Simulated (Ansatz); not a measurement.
Ansatz (a quantum-chemistry and plane-wave program) input file for ZnF2, SMILES [F][Zn][F], PBE/def2-TZVPD. The structure is a stationary point at B3LYP-D3(BJ)/def2-TZVP. The isomer is the one that the SMILES or the coordinates give; other isomers of the formula were not compared.

Ansatz 0.2 input:
```yaml
crystal:
  periodic: [false, false, false]
  atoms:
    - {symbol: Zn, position_ang: [0.00000000, 0.00000000, 0.00000000]}
    - {symbol: F, position_ang: [0.00000000, 0.00000000, -1.74052325]}
    - {symbol: F, position_ang: [0.00000000, 0.00000000, 1.74052325]}
basis:
  gaussian:
    orbitals: def2-TZVPD
hamiltonian:
  xc: {name: PBE}
```

Output:

```
WARN ansatz: RAYON_NUM_THREADS=1 ignored (pool sized by the plan → 1); use --threads N
Functional definition: PBE
integrals: 0.05 GiB planned
858 factors; their error is unknown
mean field: 0.36 GiB planned
mean field evaluation 1: about -53837.0153 eV, gradient 8.3e1 eV
mean field evaluation 2: about -53745.2416 eV, gradient 2.6e2 eV
mean field evaluation 4: about -53844.8008 eV, gradient 2.5e1 eV
mean field evaluation 8: about -53845.3797 eV, gradient 1.1e-1 eV
mean field -53845.37968408 eV, -1978.7812056806 hartree, gradient 2.3e-5 eV, S^2 0.000000; 0 other end points of the search recorded, 0 dependent functions left out
reference -53845.37973475 eV, -1978.7812075427 hartree; 24, 24 occupied and 107, 107 virtual orbitals, 858 factors
Total energy: -53845.37973475 eV, -1978.7812075427 hartree
```

Self-consistency was reached.

Cost: around 1.2 core-seconds (rough).
